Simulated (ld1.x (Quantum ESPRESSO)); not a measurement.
# What one change does to a pseudopotential (silicon (Si), TM)

* Element: Si
* Generator: ld1.x (Quantum ESPRESSO) 7.5
* Type: norm-conserving Troullier–Martins (Kleinman–Bylander form)
* Functional: PBE
* Relativity: non-relativistic
* Frozen core: [Ne]
* Valence charge: 4
* Reference configuration: 3s2 3p2
* Partial waves: 3p (bound): rc 1.40 bohr; 3s (bound): rc 1.70 bohr
* Local potential: the s channel
* Core correction: none

All-electron outer shells of the reference configuration (PBE, non-relativistic, ld1.x):

| shell | level (eV) | outermost node (bohr) | outermost maximum (bohr) |
| --- | --- | --- | --- |
| 2p | -95.59 | – | 0.39 |
| 3s | -10.77 | 0.72 | 1.80 |
| 3p | -4.09 | 0.72 | 2.17 |

Change: all radii scaled by about 1.27 (s 2.16, p 1.78 bohr).

Cutoffs: the cutoffs (Ry, on a coarse ladder) from which the occupation-weighted sum of valence levels, in a spherical-Bessel basis at the reference potential, stays within 10 and 1 mRy of its value at 400 Ry; they do not see the model core or the augmentation charge, which bear on the density cutoff. Errors are all-electron minus pseudo energies relative to the spin-unpolarised reference configuration.

Question: What does the change do?

Answer: The potential gets softer (45 Ry and 60 Ry → 12 Ry and 30 Ry); of the 7 tests that both files solve, the error grows in 3 and shrinks in 2 by more than 15 % and 0.3 meV (median size 4.8 → 3.7 meV); neither file shows a bound ghost. A larger radius leaves more room for a smooth pseudo-wave, so fewer plane waves are needed.

```csv
quantity,base,changed
"cutoff, loose",45 Ry,12 Ry
"cutoff, tight",60 Ry,30 Ry
loose cutoff by channel (10 mRy a level),"p 35 Ry, s 12 Ry","p 6 Ry, s 10 Ry"
bound ghosts,none,none
"error for 3s2 3p1, meV [ΔE 7.75 eV]",+0.6,+2.5
"error for 3s2 3p0, meV [ΔE 23.76 eV]",+4.8,+15
"error for 3s1 3p0, meV [ΔE 57.66 eV]",+67,+83
"error for 3s1 3p3, meV [ΔE 6.76 eV]",+8.8,+3.7
"error for 3s2 3p1.5, meV [ΔE 2.93 eV]",+0.2,+0.5
"error for 3s2 3p2.3, meV [ΔE -0.93 eV]",0.0,+0.1
"error for 3s1 3p2, meV [ΔE 15.12 eV]",+15,+8.6
```
